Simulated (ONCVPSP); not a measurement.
## Which change was made? (Pt, ONCV)

ONCVPSP 4.0.1 input, shortened (lines: element, Z, core and valence counts, functional; n l f; lmax; l rc ep ncon nbas qcut; lloc lpopt rc5 dvloc0; l nproj debl; icmod fcfact rcfact), PBE, fully relativistic:

```
  Pt 78.00   10    3        4      upf
    1    0    2.00
    2    0    2.00
    2    1    6.00
    3    0    2.00
    3    1    6.00
    3    2   10.00
    4    0    2.00
    4    1    6.00
    4    2   10.00
    4    3   14.00
    5    0    2.00
    5    1    6.00
    5    2    7.00
    3
    0    1.45    0.00    5    9    7.90
    1    1.15    0.00    3    6    6.60
    2    1.55    0.00    4    7    5.80
    3    1.45    0.14    4    8    7.30
    4    5    1.10    1.00
    0    2    3.00
    1    1    2.00
    2    3    0.80
    3    3    0.50
    3    4.00    1.35
```

Open shells are filled in proportion to 2j + 1.

In the s channel the program set the typed energies aside and used -5.025, 0.050 Ha. In the d channel the program set the typed energies aside and used -1.400, 0.250, 1.050 Ha (j = l + 1/2; the other j can differ).

Cutoffs, loose and tight: the cutoffs (Ha) at which the residual kinetic energy of the hardest occupied pseudo-wave falls to 1 and 0.1 mHa per electron. They do not see the model core or the augmentation charge, which bear on the density cutoff. Test errors are all-electron minus pseudo excitation energies from the reference, over the configurations 5s2 5p6 5d9 6s1; 5s2 5p6 5d9; 5s2 5p6 5d8; 5s2 5p5 5d9 6s1; variants that change the core or the reference have their own tests.

The base gives: outcome: generated, projector energies reset by the program; bound ghosts: f7/2, d3/2, f5/2; GHOST(+) flags above zero: s, d5/2, f7/2, f5/2; largest test error (meV): -24.

After one change the result is: outcome: generated, projector energies reset by the program; bound ghosts: d5/2, f7/2, d3/2, f5/2; GHOST(+) flags above zero: s, d5/2, f7/2, d3/2, f5/2; largest test error (meV): -23. Which change was it?
A. d: rc 1.2
B. local potential polynomial inside 0.70 bohr (lpopt 5, dvloc0 -1 Ha)
C. reference 5s2 5p6 5d9 6s1; wave 5s: rc 1.45 bohr, ncon 5, nbas 9, qcut 7.9 1/bohr, 2 projectors, debl 3 Ha becomes 5s+6s: rc 1.45 bohr, ncon 5, nbas 9, qcut 7.9 1/bohr, 2 projectors
D. core correction Teter function, fcfact 2.25, rcfact 1.1
E. scalar-relativistic

A. The others give: local potential polynomial inside 0.70 bohr (lpopt 5, dvloc0 -1 Ha) → outcome: generated, projector energies reset by the program; bound ghosts: s, p3/2, f7/2, p1/2, f5/2; GHOST(+) flags above zero: d5/2, f7/2, d3/2, f5/2; largest test error (meV): -31 | core correction Teter function, fcfact 2.25, rcfact 1.1 → outcome: generated, projector energies reset by the program; bound ghosts: f7/2, d3/2, f5/2; GHOST(+) flags above zero: s, d5/2, f7/2, f5/2; largest test error (meV): -18 | scalar-relativistic → outcome: generated, projector energies reset by the program; bound ghosts: f; GHOST(+) flags above zero: s, d, f; largest test error (meV): -79 | reference 5s2 5p6 5d9 6s1; wave 5s: rc 1.45 bohr, ncon 5, nbas 9, qcut 7.9 1/bohr, 2 projectors, debl 3 Ha becomes 5s+6s: rc 1.45 bohr, ncon 5, nbas 9, qcut 7.9 1/bohr, 2 projectors → outcome: generated; bound ghosts: d5/2, f7/2, d3/2, f5/2; GHOST(+) flags above zero: s; largest test error (meV): +2.5.
